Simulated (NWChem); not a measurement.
System: IrF6, quartet; SMILES [F][Ir]([F])([F])([F])([F])[F]

Here is an NWChem input.

```
start job
memory heap 200 mb stack 900 mb global 1100 mb
geometry units angstroms noautoz
  Ir     0.000000     0.000000     0.000000
  F     -0.359001    -1.322863     1.275461
  F      0.359001     1.322863    -1.275461
  F      0.365837    -1.325026    -1.271273
  F     -1.800811    -0.005460    -0.512529
  F      1.800811     0.005460     0.512529
  F     -0.365837     1.325026     1.271273
end
basis spherical
  * library def2-svp
end
ecp
  Ir library def2-ecp
end
dft
  odft
  mult 4
  xc r2scan
  iterations 150
  mulliken
end
task dft energy
```

Excerpt of the output:

```
             Northwest Computational Chemistry Package (NWChem) 7.3.0
             --------------------------------------------------------

 CI  symmetry detected

                             Geometry "geometry" -> ""
                             -------------------------

 Output coordinates in angstroms (scale by  1.889725989 to convert to a.u.)

  No.       Tag          Charge          X              Y              Z
 ---- ---------------- ---------- -------------- -------------- --------------
    1 Ir                  77.0000     0.00000000     0.00000000     0.00000000
    2 F                    9.0000    -0.59016093    -1.14906614     1.35536197
    3 F                    9.0000     0.59016093     1.14906614    -1.35536197
    4 F                    9.0000     0.44435459    -1.47823725    -1.05973076
    5 F                    9.0000    -1.72043540     0.01236456    -0.73863739
    6 F                    9.0000     1.72043540    -0.01236456     0.73863739
    7 F                    9.0000    -0.44435459     1.47823725     1.05973076

 Effective nuclear repulsion energy (a.u.)    1403.7644065759

      Symmetry information
      --------------------

 Group name             Ci
 Group number              3
 Group order               2
 No. of unique centers     4

                                 NWChem DFT Module
                                 -----------------

 Summary of "ao basis" -> "ao basis" (spherical)
 ------------------------------------------------------------------------------
       Tag                 Description            Shells   Functions and Types
 ---------------- ------------------------------  ------  ---------------------
 Ir                         def2-svp                12       32   6s3p2d1f
 F                          def2-svp                 6       14   3s2p1d

      Symmetry analysis of basis
      --------------------------

        ag         58
        au         58

            General Information
            -------------------
          SCF calculation type: DFT
          Wavefunction type:  spin polarized.
          No. of atoms     :     7
          No. of electrons :    71
           Alpha electrons :    37
            Beta electrons :    34
          Charge           :     0
          Spin multiplicity:     4
          Use of symmetry is: on ; symmetry adaption is: on
          Maximum number of iterations: 150
          AO basis - number of functions:   116
                     number of shells:    48
          Convergence on energy requested:  1.00D-06
          Convergence on density requested:  1.00D-05
          Convergence on gradient requested:  5.00D-04

              XC Information
              --------------
                      r^2SCAN Method XC Functional
               r^2SCAN metaGGA Exchange Functional  1.000
                     r^2SCAN Correlation Potential  1.000

             Grid Information
             ----------------
          Grid used for XC integration:  medium
          Radial quadrature: Mura-Knowles
          Angular quadrature: Lebedev.
          Tag              B.-S. Rad. Rad. Pts. Rad. Cut. Ang. Pts.
          ---              ---------- --------- --------- ---------
          Ir                  1.35      123           7.0       590
          F                   0.50       49           8.0       434
          Grid pruning is: on
          Number of quadrature shells:   270
          Spatial weights used:  Erf1

      Superposition of Atomic Density Guess
      -------------------------------------

 Sum of atomic energies:        -711.38911181

      Non-variational initial energy
      ------------------------------

 Total energy =    -698.858059
 1-e energy   =   -1988.442467
 2-e energy   =     801.538279
 HOMO         =      -0.234445
 LUMO         =      -0.234444

 !!!!!!!!!!!!!!!!!!!!!!!!!!!!!!!!!!!!!!!!!!!!!!!!!!!!!!!!!!!!!!!!!!!!!!
 Warning - the HOMO and LUMO are degenerate and you are using symmetry.
 This can lead to non-variational energies and poor convergence.
 Modify the initial guess, or use an open-shell wavefunction, or turn
 off symmetry.
 !!!!!!!!!!!!!!!!!!!!!!!!!!!!!!!!!!!!!!!!!!!!!!!!!!!!!!!!!!!!!!!!!!!!!!

   Symmetry analysis of molecular orbitals - initial alpha
   -------------------------------------------------------

  Numbering of irreducible representations:

     1 ag          2 au

  Orbital symmetries:

     1 ag          2 ag          3 ag          4 au          5 au
     6 au          7 ag          8 au          9 au         10 au
    11 ag         12 ag         13 ag         14 au         15 au
    16 au         17 ag         18 ag         19 ag         20 ag
    21 ag         22 ag         23 au         24 au         25 au
    26 au         27 au         28 au         29 au         30 au
    31 au         32 ag         33 ag         34 ag         35 ag
    36 ag         37 ag         38 ag         39 ag         40 ag
    41 au         42 au         43 au         44 ag         45 ag
    46 ag         47 ag

   Symmetry analysis of molecular orbitals - initial beta
   ------------------------------------------------------

  Numbering of irreducible representations:

     1 ag          2 au

  Orbital symmetries:

     1 ag          2 ag          3 ag          4 au          5 au
     6 au          7 ag          8 au          9 au         10 au
    11 ag         12 ag         13 ag         14 au         15 au
    16 au         17 ag         18 ag         19 ag         20 ag
    21 ag         22 ag         23 au         24 au         25 au
    26 au         27 au         28 au         29 au         30 au
    31 au         32 ag         33 ag         34 ag         35 ag
    36 ag         37 ag         38 ag         39 ag         40 ag
    41 au         42 au         43 au         44 ag         45 ag
    46 ag         47 ag

     ---------------------------------------------
      Total Density - Mulliken Population Analysis
     ---------------------------------------------

    Atom       Charge   Shell Charges
 -----------   ------   -------------------------------------------------------
    1 Ir  17    13.27   0.05 -0.41  1.79  0.60  0.26  0.05  5.44  0.68  0.14  3.90  0.68  0.10
    2 F    9     9.62   1.99  1.15  0.81  3.49  2.18  0.00
    3 F    9     9.62   1.99  1.15  0.81  3.49  2.18  0.00
    4 F    9     9.62   1.99  1.15  0.81  3.49  2.18  0.00
    5 F    9     9.62   1.99  1.15  0.81  3.49  2.18  0.00
    6 F    9     9.62   1.99  1.15  0.81  3.49  2.18  0.00
    7 F    9     9.62   1.99  1.15  0.81  3.49  2.18  0.00

     --------------------------------------------
      Spin Density - Mulliken Population Analysis
     --------------------------------------------

    Atom       Charge   Shell Charges
 -----------   ------   -------------------------------------------------------
    1 Ir  17     2.48   0.00 -0.00  0.00 -0.00  0.00  0.00  0.00  0.00  0.00  2.25  0.23  0.00
    2 F    9     0.09   0.00  0.00 -0.00  0.07  0.02  0.00
    3 F    9     0.09   0.00  0.00 -0.00  0.07  0.02  0.00
    4 F    9     0.09   0.00  0.00 -0.00  0.07  0.02  0.00
    5 F    9     0.09   0.00  0.00 -0.00  0.07  0.02  0.00
    6 F    9     0.09   0.00  0.00 -0.00  0.07  0.02  0.00
    7 F    9     0.09   0.00  0.00 -0.00  0.07  0.02  0.00

   convergence    iter        energy       DeltaE   RMS-Dens  Diis-err
 ---------------- ----- ----------------- --------- --------- ---------
 d= 0,ls=0.0,diis     1   -701.9018762573 -1.19D+03  2.65D-02  1.85D+00
                                                     2.91D-02  1.80D+00
 d= 0,ls=0.0,diis     2   -696.4794964045  5.42D+00  2.00D-02  1.37D+01
                                                     2.51D-02  1.25D+01
 d= 0,ls=0.0,diis     3   -702.7036722299 -6.22D+00  1.02D-03  2.11D-02
                                                     1.22D-03  2.74D-02
 d= 0,ls=0.0,diis     4   -702.7112218752 -7.55D-03  4.27D-04  6.89D-03
                                                     4.07D-04  5.85D-03
 d= 0,ls=0.0,diis     5   -702.7135790984 -2.36D-03  4.13D-05  6.02D-05
                                                     5.58D-05  7.57D-05
  Resetting Diis
 d= 0,ls=0.0,diis     6   -702.7136086394 -2.95D-05  1.10D-05  3.35D-06
                                                     2.86D-05  4.79D-06
 d= 0,ls=0.0,diis     7   -702.7136077341  9.05D-07  2.79D-05  6.19D-06
                                                     7.87D-05  6.32D-06
 d= 0,ls=0.0,diis     8   -702.7135819338  2.58D-05  2.15D-05  6.84D-05
                                                     6.05D-05  6.96D-05
 d= 0,ls=0.0,diis     9   -702.7136103280 -2.84D-05  5.70D-07  1.81D-09
                                                     1.57D-06  1.12D-08
 d= 0,ls=0.0,diis    10   -702.7136103132  1.48D-08  9.50D-07  5.14D-08
                                                     1.02D-06  5.03D-08

         Total DFT energy =     -702.713610313219
      One electron energy =    -1986.048034662028
           Coulomb energy =      868.195814391352
    Exchange-Corr. energy =      -72.907518722667
 Nuclear repulsion energy =      488.046128680124

 Numeric. integr. density =       70.999985921419

                  Occupations of the irreducible representations
                  ----------------------------------------------

                     irrep           alpha         beta
                     --------     --------     --------
                     ag               19.0         16.0
                     au               18.0         18.0

                    DFT Final Alpha Molecular Orbital Analysis
                    ------------------------------------------

 Vector   35  Occ=1.000000D+00  E=-3.611524D-01  Symmetry=ag
              MO Center=  3.8D-14,  4.0D-14,  1.8D-14, r^2= 2.6D+00
   Bfn.  Coefficient  Atom+Function         Bfn.  Coefficient  Atom+Function
  ----- ------------  ---------------      ----- ------------  ---------------
    16      0.565762  1 Ir d -2              18     -0.363150  1 Ir d  0
    79     -0.229639  5 F  py                93      0.229639  6 F  py
    36     -0.162092  2 F  px                50      0.162092  3 F  px
    17      0.158542  1 Ir d -1              64     -0.157818  4 F  px
   106      0.157818  7 F  px                82      0.156254  5 F  py

 Vector   36  Occ=1.000000D+00  E=-3.611489D-01  Symmetry=ag
              MO Center=  1.1D-14,  7.4D-14,  2.1D-14, r^2= 2.6D+00
   Bfn.  Coefficient  Atom+Function         Bfn.  Coefficient  Atom+Function
  ----- ------------  ---------------      ----- ------------  ---------------
    18      0.457585  1 Ir d  0              20      0.323793  1 Ir d  2
    17      0.272641  1 Ir d -1              16      0.259381  1 Ir d -2
    66     -0.220047  4 F  pz               108      0.220047  7 F  pz
    37      0.188502  2 F  py                51     -0.188502  3 F  py
    19      0.176515  1 Ir d  1              69      0.149728  4 F  pz

 Vector   37  Occ=1.000000D+00  E=-3.611460D-01  Symmetry=ag
              MO Center=  3.8D-14,  4.3D-14,  3.2D-14, r^2= 2.6D+00
   Bfn.  Coefficient  Atom+Function         Bfn.  Coefficient  Atom+Function
  ----- ------------  ---------------      ----- ------------  ---------------
    19      0.508263  1 Ir d  1              20      0.320885  1 Ir d  2
    18     -0.309809  1 Ir d  0              80      0.240528  5 F  pz
    94     -0.240528  6 F  pz                64      0.213862  4 F  px
   106     -0.213862  7 F  px                16     -0.170115  1 Ir d -2
    36     -0.166570  2 F  px                50      0.166570  3 F  px

 Vector   38  Occ=0.000000D+00  E=-1.880970D-01  Symmetry=ag
              MO Center= -1.0D-15,  4.8D-14,  2.6D-14, r^2= 2.2D+00
   Bfn.  Coefficient  Atom+Function         Bfn.  Coefficient  Atom+Function
  ----- ------------  ---------------      ----- ------------  ---------------
    17      0.688541  1 Ir d -1              20     -0.381890  1 Ir d  2
    16     -0.289647  1 Ir d -2              65      0.243786  4 F  py
   107     -0.243786  7 F  py                68     -0.197204  4 F  py
   110      0.197204  7 F  py                66      0.174767  4 F  pz
   108     -0.174767  7 F  pz                19      0.159719  1 Ir d  1

 Vector   39  Occ=0.000000D+00  E=-1.880960D-01  Symmetry=ag
              MO Center=  3.7D-14,  1.3D-14, -1.3D-15, r^2= 2.2D+00
   Bfn.  Coefficient  Atom+Function         Bfn.  Coefficient  Atom+Function
  ----- ------------  ---------------      ----- ------------  ---------------
    19      0.518647  1 Ir d  1              20     -0.510049  1 Ir d  2
    17     -0.325868  1 Ir d -1              18      0.270634  1 Ir d  0
    78     -0.256592  5 F  px                92      0.256592  6 F  px
    81      0.207565  5 F  px                95     -0.207565  6 F  px
    38     -0.185013  2 F  pz                52      0.185013  3 F  pz

 Vector   40  Occ=0.000000D+00  E= 1.661655D-02  Symmetry=ag
              MO Center= -2.5D-16, -5.2D-16, -2.2D-16, r^2= 5.3D+00
   Bfn.  Coefficient  Atom+Function         Bfn.  Coefficient  Atom+Function
  ----- ------------  ---------------      ----- ------------  ---------------
     6      1.310628  1 Ir s                  3     -0.470541  1 Ir s
     2      0.278501  1 Ir s                  5      0.259309  1 Ir s
    35     -0.246333  2 F  s                 49     -0.246333  3 F  s
    63     -0.246341  4 F  s                 77     -0.246331  5 F  s
    91     -0.246331  6 F  s                105     -0.246341  7 F  s

                     DFT Final Beta Molecular Orbital Analysis
                     -----------------------------------------

 Vector   32  Occ=1.000000D+00  E=-3.986767D-01  Symmetry=ag
              MO Center= -8.0D-14, -7.2D-14,  2.1D-14, r^2= 3.9D+00
   Bfn.  Coefficient  Atom+Function         Bfn.  Coefficient  Atom+Function
  ----- ------------  ---------------      ----- ------------  ---------------
    80      0.279142  5 F  pz                94     -0.279142  6 F  pz
    36      0.267426  2 F  px                50     -0.267426  3 F  px
    83     -0.190393  5 F  pz                97      0.190393  6 F  pz
    38      0.186594  2 F  pz                52     -0.186594  3 F  pz
    39     -0.182403  2 F  px                53      0.182403  3 F  px

 Vector   33  Occ=1.000000D+00  E=-3.986766D-01  Symmetry=ag
              MO Center=  4.6D-16, -4.3D-14, -5.4D-14, r^2= 3.9D+00
   Bfn.  Coefficient  Atom+Function         Bfn.  Coefficient  Atom+Function
  ----- ------------  ---------------      ----- ------------  ---------------
    64      0.314239  4 F  px               106     -0.314239  7 F  px
    79     -0.310745  5 F  py                93      0.310745  6 F  py
    67     -0.214332  4 F  px               109      0.214332  7 F  px
    82      0.211949  5 F  py                96     -0.211949  6 F  py
    36      0.143886  2 F  px                50     -0.143886  3 F  px

 Vector   34  Occ=1.000000D+00  E=-3.986762D-01  Symmetry=ag
              MO Center=  2.1D-14,  1.7D-14, -6.7D-15, r^2= 3.9D+00
   Bfn.  Coefficient  Atom+Function         Bfn.  Coefficient  Atom+Function
  ----- ------------  ---------------      ----- ------------  ---------------
    66      0.281713  4 F  pz               108     -0.281713  7 F  pz
    37      0.240270  2 F  py                51     -0.240270  3 F  py
    69     -0.192148  4 F  pz               111      0.192148  7 F  pz
    65     -0.187488  4 F  py               107      0.187488  7 F  py
    40     -0.163881  2 F  py                54      0.163881  3 F  py

[...]
```

Level: r2SCAN/def2-SVP with def2 effective core potentials on Ir, spin-unrestricted. In the optimisation the excess spin sits in ag (Ci, its own frame). Coordinates come from a PBE-D3(BJ)/def2-SVP, spin-unrestricted optimisation. No frequency run checked for a minimum. No stability test was run on the SCF state. def2 effective core potentials on Ir; no spin-orbit coupling.
